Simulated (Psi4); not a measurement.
Psi4 input (wB97X-D/6-31G*):

```
memory 1500 MB

molecule {
-1 1
F     1.36554000   -0.93832800    0.27872000
B     0.44923500    0.06271900    0.14064800
F     1.07280900    1.27282200    0.22770500
Si   -1.44899700   -0.20186000   -0.43470000
H    -1.80048000   -1.39861600    0.43889300
H    -2.10487300    0.90062000    0.38584600
symmetry c1
no_reorient
no_com
}

set {
  basis 6-31G*
  reference rks
  scf_type pk
  dft_radial_points 99
  dft_spherical_points 590
  e_convergence 1e-8
  d_convergence 1e-7
  maxiter 150
}

e = energy('wb97x-d')
print_out(f'\nFINAL {e:.10f} DIPOLE {variable("CURRENT DIPOLE")[0]:.6f} {variable("CURRENT DIPOLE")[1]:.6f} {variable("CURRENT DIPOLE")[2]:.6f}\n')
```

Output:

```
   => Loading Basis Set <=

    Name: 6-31G*
    Role: ORBITAL
    Keyword: BASIS
    atoms 1, 3 entry F          line   162 file 6-31gs.gbs
    atoms 2    entry B          line    94 file 6-31gs.gbs
    atoms 4    entry SI         line   268 file 6-31gs.gbs
    atoms 5-6  entry H          line    44 file 6-31gs.gbs

   => WB97X-D: Empirical Dispersion <=

    Chai and Head-Gordon Dispersion Correction
    Chai, J.-D.; Head-Gordon, M. (2010), J. Chem. Phys., 132: 6615-6620

        s6 =       1.000000

         ---------------------------------------------------------
                                   SCF
               by Justin Turney, Rob Parrish, Andy Simmonett
                          and Daniel G. A. Smith
                              RKS Reference
         ---------------------------------------------------------

  ==> Geometry <==

    Molecular point group: c1
    Full point group: C1

    Geometry (in Angstrom), charge = -1, multiplicity = 1:

       Center              X                  Y                   Z               Mass
    ------------   -----------------  -----------------  -----------------  -----------------
         F            1.365540000000    -0.938328000000     0.278720000000    18.998403162730
         B            0.449235000000     0.062719000000     0.140648000000    11.009305360000
         F            1.072809000000     1.272822000000     0.227705000000    18.998403162730
         SI          -1.448997000000    -0.201860000000    -0.434700000000    27.976926534650
         H           -1.800480000000    -1.398616000000     0.438893000000     1.007825032230
         H           -2.104873000000     0.900620000000     0.385846000000     1.007825032230

  Running in c1 symmetry.

  Rotational constants: A =      0.32588  B =      0.12415  C =      0.09160 [cm^-1]
  Rotational constants: A =   9769.63323  B =   3722.04441  C =   2746.04925 [MHz]
  Nuclear repulsion =  134.471720390716683

  Charge       = -1
  Multiplicity = 1
  Electrons    = 40
  Nalpha       = 20
  Nbeta        = 20

  ==> Algorithm <==

  SCF Algorithm Type is PK.
  DIIS enabled.
  MOM disabled.
  Fractional occupation disabled.
  Guess Type is SAD.
  Energy threshold   = 1.00e-08
  Density threshold  = 1.00e-07
  Integral threshold = 1.00e-12

  ==> Primary Basis <==

  Basis Set: 6-31G*
    Blend: 6-31G*
    Number of shells: 30
    Number of basis functions: 68
    Number of Cartesian functions: 68
    Spherical Harmonics?: false
    Max angular momentum: 2

  ==> DFT Potential <==

   => LibXC <=

    Version 7.1.2
    S. Lehtola, C. Steigemann, M. J. T. Oliveira, and M. A. L. Marques,  SoftwareX 7, 1–5 (2018) (10.1016/j.softx.2017.11.002)

   => Composite Functional: WB97X-D <=

    wB97X-D Hyb-GGA Exchange-Correlation Functional

    J.-D. Chai and M. Head-Gordon,  Phys. Chem. Chem. Phys. 10, 6615–6620 (2008) (10.1039/B810189B)

    Deriv               =              1
    GGA                 =           TRUE
    Meta                =          FALSE

    Exchange Hybrid     =           TRUE
    MP2 Hybrid          =          FALSE

   => Exchange-Correlation Functionals <=

    1.0000   wB97X-D range-separated functional

   => Exact (HF) Exchange <=

    0.7780            HF,LR [omega = 0.2000]
    0.2220               HF

   => LibXC Density Thresholds  <==

    XC_HYB_GGA_XC_WB97X_D:  1.00E-14

   => Molecular Quadrature <=

    Radial Scheme          =       TREUTLER
    Pruning Scheme         =           NONE
    Nuclear Scheme         =       TREUTLER

    Blocking Scheme        =         OCTREE
    BS radius alpha        =              1
    Pruning alpha          =              1
    Radial Points          =             99
    Spherical Points       =            590
    Total Points           =         335262
    Total Blocks           =           2441
    Max Points             =            256
    Max Functions          =             66
    Weights Tolerance      =       1.00E-15

  ==> Integral Setup <==

  Using in-core PK algorithm.
   Calculation information:
      Number of atoms:                   6
      Number of AO shells:              30
      Number of primitives:             80
      Number of atomic orbitals:        68
      Number of basis functions:        68

      Integral cutoff                 1.00e-12
      Number of threads:                 1

  Performing in-core PK
  Using 8259093 doubles for integral storage.
  We computed 99250 shell quartets total.
  Whereas there are 108345 unique shell quartets.

  Computing range-separated integrals for PK
  We computed 99250 wK shell quartets total.
  Whereas there are 108345 wK unique shell quartets.

  ==> DiskJK: Disk-Based J/K Matrices <==

    J tasked:                  Yes
    K tasked:                  Yes
    wK tasked:                 Yes
    Omega:               2.000E-01
    Schwarz Cutoff:          1E-12


  Cached 100.0% of DFT collocation blocks in 0.527 [GiB].

  Minimum eigenvalue in the overlap matrix is 5.3806591787E-03.
  Reciprocal condition number of the overlap matrix is 9.1174011661E-04.
    Using symmetric orthogonalization.

  ==> Pre-Iterations <==

  SCF Guess: Superposition of Atomic Densities via on-the-fly atomic UHF (no occupation information).

   -------------------------
    Irrep   Nso     Nmo
   -------------------------
     A         68      68
   -------------------------
    Total      68      68
   -------------------------

  ==> Iterations <==

                        Total Energy        Delta E     RMS |[F,P]|

   @RKS iter SAD:  -514.29117060257408   -5.14291e+02   0.00000e+00
   @RKS iter   1:  -515.15603305319803   -8.64862e-01   6.81582e-03 DIIS/ADIIS
   @RKS iter   2:  -515.20563965785163   -4.96066e-02   6.03704e-03 DIIS/ADIIS
   @RKS iter   3:  -515.25428885371809   -4.86492e-02   8.22702e-04 DIIS/ADIIS
   @RKS iter   4:  -515.25577849952322   -1.48965e-03   1.27602e-04 DIIS/ADIIS
   @RKS iter   5:  -515.25588907274312   -1.10573e-04   2.79882e-05 DIIS
   @RKS iter   6:  -515.25590048995821   -1.14172e-05   1.09488e-05 DIIS
   @RKS iter   7:  -515.25590178668131   -1.29672e-06   2.88850e-06 DIIS
   @RKS iter   8:  -515.25590186950330   -8.28220e-08   8.98943e-07 DIIS
   @RKS iter   9:  -515.25590187482521   -5.32191e-09   2.00353e-07 DIIS
   @RKS iter  10:  -515.25590187512796   -3.02748e-10   3.38859e-08 DIIS
  Energy and wave function converged.

  ==> Post-Iterations <==

   Electrons on quadrature grid:
      Ntotal   =   39.9999998880 ; deviation = -1.120e-07

    Orbital Energies [Eh]
    ---------------------

    Doubly Occupied:

       1A    -66.020543     2A    -24.636531     3A    -24.636529
       4A     -6.743816     5A     -5.137747     6A     -3.482961
       7A     -3.482116     8A     -3.479746     9A     -1.126885
      10A     -1.092787    11A     -0.469027    12A     -0.405855
      13A     -0.405100    14A     -0.367916    15A     -0.341134
      16A     -0.315973    17A     -0.297453    18A     -0.193532
      19A     -0.168429    20A     -0.059098

    Virtual:

      21A      0.270053    22A      0.315638    23A      0.330924
      24A      0.399233    25A      0.442344    26A      0.455735
      27A      0.499582    28A      0.535716    29A      0.569788
      30A      0.658309    31A      0.714026    32A      0.770796
      33A      0.809599    34A      0.926454    35A      0.947699
      36A      0.962242    37A      1.001339    38A      1.018278
      39A      1.105206    40A      1.355095    41A      1.366334
      42A      1.369221    43A      1.404687    44A      1.458891
      45A      1.533642    46A      1.589873    47A      1.633525
      48A      1.643126    49A      1.647554    50A      1.750749
      51A      1.809790    52A      1.988746    53A      2.033643
      54A      2.103425    55A      2.120130    56A      2.121191
      57A      2.220424    58A      2.256905    59A      2.421911
      60A      2.566135    61A      2.622680    62A      2.903081
      63A      3.274316    64A      3.287697    65A      3.423367
      66A      3.801251    67A      4.571348    68A      4.619164

    Final Occupation by Irrep:
              A
    DOCC [    20 ]
    NA   [    20 ]
    NB   [    20 ]

  @RKS Final Energy:  -515.25590187512796

   => Energetics <=

    Nuclear Repulsion Energy =            134.4717203907166834
    One-Electron Energy =                -990.8657893008577275
    Two-Electron Energy =                 374.5323157094646831
    DFT Exchange-Correlation Energy =     -33.3928137760629156
    Empirical Dispersion Energy =          -0.0013348983886810
    VV10 Nonlocal Energy =                  0.0000000000000000
    Total Energy =                       -515.2559018751279609

Computation Completed

Properties will be evaluated at   0.000000,   0.000000,   0.000000 [a0]

Properties computed using the SCF density matrix

 Multipole Moments:

 ------------------------------------------------------------------------------------
     Multipole            Electronic (a.u.)      Nuclear  (a.u.)        Total (a.u.)
 ------------------------------------------------------------------------------------

 L = 1.  Multiply by 2.5417464519 to convert [e a0] to [Debye]
 Dipole X            :          1.6766626            0.0000094            1.6766720
 Dipole Y            :          0.2373817            0.0000094            0.2373911
 Dipole Z            :          0.6682825            0.0000076            0.6682901
 Magnitude           :                                                    1.8204931

 ------------------------------------------------------------------------------------

FINAL -515.2559018751 DIPOLE 1.676672 0.237391 0.668290

*** Psi4 exiting successfully. Buy a developer a beer!
```

The dipole moment of an ion depends on the origin.

The geometry given is a B3LYP-D3(BJ)/def2-TZVP minimum.
